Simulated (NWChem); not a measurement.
System: C3H5FSi; SMILES FC1=CC[SiH2]1

```xyz
10

F     -0.2562     2.0914     0.0000
C      0.0129     0.7967     0.0000
C      1.2247     0.2104     0.0000
C      0.9677    -1.2865     0.0000
Si    -0.8896    -0.8446     0.0000
H      2.2064     0.7016     0.0000
H      1.3445    -1.8093    -0.8941
H      1.3445    -1.8093     0.8941
H     -1.6839    -1.2026    -1.2139
H     -1.6839    -1.2026     1.2139
```
Atoms are numbered in this order, from 1.

Results from NWChem. Medium grid unless said otherwise, to which SCAN and Minnesota functionals are sensitive. Structure relaxed at the PBE0/def2-SVP level. Hybrids' shares of exact exchange are those that their runs print; pure functionals count as 0. The functionals differ in more than this share.

```
row                                    share of exact exchange  highest occupied level (eV)
-------------------------------------  -----------------------  ---------------------------
PBE/def2-TZVP                                             0.00                        -6.24
LDA (Slater exchange, VWN5)/def2-TZVP                     0.00                        -6.40
B3LYP/def2-TZVP                                           0.20                        -7.19
PW6B95/def2-TZVP                                          0.28                        -7.53
M06-2X/def2-TZVP                                          0.54                     withheld
```

Task: Fit a straight line of the last column on the one before it, predict the withheld value, and compare with the run.

Result: 
1. Means of the 4 shown rows: x = 0.120, y = -6.840. Slope Σ(x − x̄)(y − ȳ)/Σ(x − x̄)² = -0.2632/0.06080 = -4.329; intercept -6.321.
2. The shown rows scatter about the line by 0.057 (root mean square); the largest residual is +0.08, at PBE/def2-TZVP.
3. At x = 0.54 (M06-2X/def2-TZVP; beyond the shown range) the line gives -8.66.
4. The run gives -8.63, +0.03 from the line, 0.5 times the scatter.
